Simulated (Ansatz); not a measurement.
Consider the ligand exchange at the Si–N bond: `OC(F)(F)N[SiH3]` + `C/N=C\N` → `C/N=C/N[SiH3]` + `NC(O)(F)F`.

Isolated molecules relaxed with PBE0-D4/def2-TZVP in Ansatz; ΔE leaves out vibrations. CBS: MP2 limit from def2 TZ/QZ plus the TZ coupled-cluster correction, frozen cores. Double bonds are as drawn, so ΔE can hold a change between cis and trans. DFT in def2-TZVPP. Each species was taken in one conformer, which may not be the lowest.

```json
{"level": "r2SCAN-D4", "ΔE (kcal/mol)": "-3.4", "difference from CCSD(T)/CBS": "0.5"}
{"level": "ωB97M-V", "ΔE (kcal/mol)": "-3.5", "difference from CCSD(T)/CBS": "0.4"}
{"level": "PBE", "ΔE (kcal/mol)": "-3.6", "difference from CCSD(T)/CBS": "0.3"}
{"level": "r2SCAN", "ΔE (kcal/mol)": "-3.3", "difference from CCSD(T)/CBS": "0.6"}
{"level": "HF/def2-TZVPP", "ΔE (kcal/mol)": "-4.7", "difference from CCSD(T)/CBS": "-0.8"}
{"level": "SCS-MP2/def2-TZVPP", "ΔE (kcal/mol)": "-4.2", "difference from CCSD(T)/CBS": "-0.3"}
{"level": "CCSD(T)/def2-TZVPP", "ΔE (kcal/mol)": "-4.3", "difference from CCSD(T)/CBS": "-0.4"}
{"level": "HF/def2-QZVPP", "ΔE (kcal/mol)": "-4.6", "difference from CCSD(T)/CBS": "-0.7"}
{"level": "MP2/def2-QZVPP", "ΔE (kcal/mol)": "-3.9", "difference from CCSD(T)/CBS": "0.0"}
{"level": "CCSD/CBS(def2)", "ΔE (kcal/mol)": "-3.9", "difference from CCSD(T)/CBS": "0.0"}
{"level": "CCSD(T)/CBS", "ΔE (kcal/mol)": "-3.9", "difference from CCSD(T)/CBS": "0"}
```

Largest T1 diagnostic among the species: 0.013.
